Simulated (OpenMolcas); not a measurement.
Os4+ with 6 ligands (fluoride) in octahedral coordination (Oh). A charge of +0.333 e stands 3.2 Å behind each ligand. Ligand basis ANO-RCC-VDZP.

```json
{
 "Program": "OpenMolcas",
 "Method": "CASSCF",
 "Basis": "ANO-RCC-VDZP [7s6p4d2f1g]",
 "Scalar Hamiltonian": "DKH2, point nucleus",
 "Active space": "4 electrons in 5 orbitals (5d)",
 "State averaging": "2S+1 = 5 even, 5 roots; 2S+1 = 3 even, 45 roots; 2S+1 = 1 even, 50 roots",
 "Spin-orbit coupling": "state interaction with AMFI integrals over the reference wave functions"
}
```

All ligands move together. At R = 1.94 Å |10Dq| is 33281 cm-1, and at R = 2 Å it is 29279 cm-1.

Question: A third run gives 44480 cm-1. What distance was it run at?

Answer: With a power law R^-n the two known points give n = -ln(29279 / 33281) / ln(2 / 1.94) = 4.21. Then R = 1.94 × (33281 / 44480)^(1/4.21) = 1.811 Å. The run was at 1.82 Å, so the estimate is off by -0.009 Å.

Without dynamic correlation the repulsion within the d shell is too large (B by tens of per cent), so at a given field states of lower spin stand too high. With metal d orbitals alone the field can be off either way by tens of per cent. Ligand-to-metal charge-transfer states are missing. With no ligand orbital active B as a rule stays too high, so bands that hang on it stand too high and its fall with covalency is understated. The least metal-like active orbital is 71 % on the metal (Löwdin) and no ligand orbital is active, so the numbers are rough (holds for R = 1.82). The least metal-like active orbital is 74 % on the metal (Löwdin) and no ligand orbital is active, so the numbers are rough (holds for R = 1.94). This shell can be high or low spin here, a state of another spin lies low, and with metal d orbitals alone active their balance is uncertain, so the ground spin may be wrong, although the usual error favours high spin (holds for R = 2). The least metal-like active orbital is 75 % on the metal (Löwdin) and no ligand orbital is active, so the numbers are rough (holds for R = 2). No measured value stands beside these numbers; the geometry was imposed, not optimised, and the real ion may take another.
